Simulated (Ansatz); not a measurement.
Consider the ligand exchange at the Si–Cl bond: `CO[SiH](C)Cl` + orthosilicic acid → `CO[SiH](C)O[Si](O)(O)O` + HCl.

Gas-phase electronic energies from Ansatz, PBE0-D4/def2-TZVP geometries. CBS: MP2 limit from def2 TZ/QZ plus the TZ coupled-cluster correction, frozen cores. This one scheme is used for every species. Functionals use def2-TZVPP. B3LYP here is the variant with VWN-RPA as its local correlation; programs differ in this. HSE06 is defined as in plane-wave codes. Each species was taken in one conformer, which may not be the lowest.

`CO[SiH](C)Cl`:

Z-matrix (Å, degrees):
```
C
O 1 1.410
H 1 1.091 2 108.0
H 1 1.095 2 111.2 3 119.2
H 1 1.096 2 111.5 3 -119.1
Si 2 1.630 1 125.4 3 -178.9
Cl 6 2.067 2 109.4 1 58.8
C 6 1.853 2 113.1 1 -61.0
H 6 1.477 2 105.7 1 174.6
H 8 1.092 6 111.2 2 62.2
H 8 1.092 6 110.2 2 -178.2
H 8 1.093 6 110.4 2 -58.4
```

`O[Si](O)(O)O`:

Cartesian coordinates in Å:
```
O -0.409 -1.342 0.831
Si 0.000 0.000 0.000
O 0.406 -0.494 -1.501
O 1.282 0.828 0.574
O -1.279 1.008 0.096
H 0.098 -2.134 0.644
H 0.932 0.112 -2.024
H 1.117 1.419 1.310
H -2.147 0.603 0.070
```

`CO[SiH](C)O[Si](O)(O)O`:

Z-matrix (Å, degrees):
```
C
O 1 1.408
H 1 1.097 2 111.6
H 1 1.091 2 108.4 3 -119.4
H 1 1.095 2 111.2 3 121.3
Si 2 1.635 1 123.1 3 -50.0
O 6 1.644 2 108.3 1 -61.9
C 6 1.846 2 107.8 1 177.9
H 6 1.488 2 109.2 1 54.8
Si 7 1.616 6 142.6 2 173.4
H 8 1.093 6 109.9 2 175.4
H 8 1.093 6 110.6 2 55.8
H 8 1.092 6 111.0 2 -64.4
O 10 1.629 7 114.5 6 -85.8
O 10 1.634 7 108.9 6 155.8
O 10 1.632 7 105.6 6 32.3
H 14 0.958 10 116.5 7 -87.2
H 15 0.958 10 117.0 7 -38.7
H 16 0.958 10 116.8 7 -167.1
```

HCl:

Z-matrix (Å, degrees):
```
Cl
H 1 1.279
```

CCSD(T)/CBS gives -4.4 kcal/mol.

Question: Another level gave -3.5 kcal/mol. Which?
A. HSE06/def2-TZVPP
B. RPA@PBE/def2-TZVPP
C. B3LYP/def2-TZVPP
D. B3LYP-D4/def2-TZVPP

Answer: C. B3LYP -3.5, B3LYP-D4 -5.2, HSE06 -1.7, RPA@PBE/def2-TZVPP -6.2 kcal/mol.

Largest T1 diagnostic among the species: 0.011.

From PBE to PBE0 (25 % exact exchange), in def2-TZVPP and without D4, ΔE moves by −0.8 kcal/mol. The D4 term adds −1.6 kcal/mol with B3LYP and −1.2 kcal/mol with PBE0; it sums over pairs of atoms, weighted by their polarisabilities, and B3LYP, whose exchange is more repulsive, gets the larger term.
